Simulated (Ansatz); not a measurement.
Calculated with Ansatz (gas phase, PBE0-D4/def2-TZVP geometries, no zero-point term in ΔE). CCSD(T)/CBS adds triple-zeta CCSD(T) − MP2 to the extrapolated MP2 energy (def2 sets, frozen cores). This one scheme is used for every species. For Br outer-core shells are correlated without core-valence functions, which leaves a few kJ/mol of doubt a bond. Scalar relativity is left out up to krypton. Each species was taken in one conformer, which may not be the lowest.

Reaction (formal exchange of groups at the Si–Br bond): `O[Si](O)([SiH3])Br` + CH₄ → `C[Si](O)(O)[SiH3]` + HBr

```tsv
species	CCSD(T)/CBS(def2) energy (Eh)
`O[Si](O)([SiH3])Br`	-3304.98629
CH₄	-40.46206
`C[Si](O)(O)[SiH3]`	-771.48390
HBr	-2573.91920
```

Problem. Work out ΔE.

Solution. ΔE = (-771.48390) + (-2573.91920) − (-3304.98629) − (-40.46206) = 0.04525 Eh = +118.8 kJ/mol.

Largest T1 diagnostic among the species: 0.012.

In def2-TZVPP, CCSD(T) changes the Hartree–Fock value by −10.7 kJ/mol (the triples alone add +0.2 kJ/mol) and MP2 by −3.2 kJ/mol.
